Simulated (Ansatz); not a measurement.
`CO[Si](CCC(F)(F)C(F)(F)C(F)(F)C(F)(F)F)(OC)OC` was relaxed with PBE-D4 (def2-SVP) in Ansatz in these states: charge +1 doublet, neutral singlet. The geometries follow in no particular order.

A:

```xyz
35

C    -0.697   -2.392    3.098
O    -0.199   -1.573    2.048
Si    0.540   -0.086    2.039
C    -0.467    1.037    0.870
C    -0.602    0.415   -0.508
C    -1.501    1.296   -1.405
F    -2.718    1.457   -0.829
F    -0.957    2.519   -1.589
C    -1.788    0.647   -2.829
F    -2.470   -0.499   -2.618
F    -2.559    1.515   -3.507
C    -0.505    0.320   -3.668
F     0.070   -0.791   -3.136
F     0.371    1.345   -3.579
C    -0.796    0.044   -5.186
F    -1.122    1.183   -5.801
F    -1.801   -0.836   -5.298
F     0.308   -0.465   -5.742
O     2.090   -0.171    1.457
C     2.881   -1.266    1.013
O     0.485    0.617    3.544
C     1.492    1.189    4.364
H    -0.570   -3.450    2.787
H    -0.177   -2.207    4.059
H    -1.787   -2.214    3.229
H     0.082    2.001    0.857
H    -1.443    1.186    1.375
H     0.380    0.316   -1.008
H    -1.077   -0.585   -0.470
H     3.941   -1.035    1.248
H     2.582   -2.222    1.488
H     2.801   -1.366   -0.092
H     1.212    0.999    5.422
H     2.498    0.779    4.143
H     1.504    2.293    4.226
```

B:

```
atom   x (Å)   y (Å)   z (Å)
  C1   1.169   1.467  -3.507
  O2   1.459   1.213  -2.144
 Si3   1.524  -0.288  -1.423
  C4  -0.153  -0.925  -0.886
  C5  -0.795  -0.025   0.177
  C6  -2.148  -0.546   0.624
  F7  -2.985  -0.681  -0.455
  F8  -2.031  -1.784   1.194
  C9  -2.921   0.366   1.629
 F10  -3.238   1.525   0.991
 F11  -4.072  -0.264   1.982
 C12  -2.143   0.737   2.931
 F13  -1.220   1.687   2.627
 F14  -1.499  -0.355   3.413
 C15  -3.041   1.301   4.078
 F16  -3.783   0.326   4.622
 F17  -3.852   2.265   3.610
 F18  -2.252   1.824   5.031
 O19   2.394  -0.120  -0.011
 C20   3.653   0.528   0.081
 O21   2.260  -1.288  -2.545
 C22   2.524  -2.666  -2.359
 H23   1.472   2.507  -3.747
 H24   1.715   0.773  -4.183
 H25   0.079   1.372  -3.720
 H26  -0.042  -1.955  -0.487
 H27  -0.810  -1.002  -1.777
 H28  -0.135   0.054   1.063
 H29  -0.939   1.005  -0.208
 H30   3.922   0.626   1.153
 H31   4.454  -0.055  -0.426
 H32   3.625   1.543  -0.372
 H33   3.109  -3.036  -3.226
 H34   3.116  -2.859  -1.436
 H35   1.589  -3.269  -2.298
```

**Question.** Judge from the bond lengths which geometry belongs to which state (an estimate).

**Answer.** A is the charge +1 doublet (Si3–C4 1.908 Å, C6–C9 1.591 Å, C5–C6 1.545 Å); B is the neutral singlet (Si3–C4 1.872 Å, C6–C9 1.562 Å, C5–C6 1.518 Å).
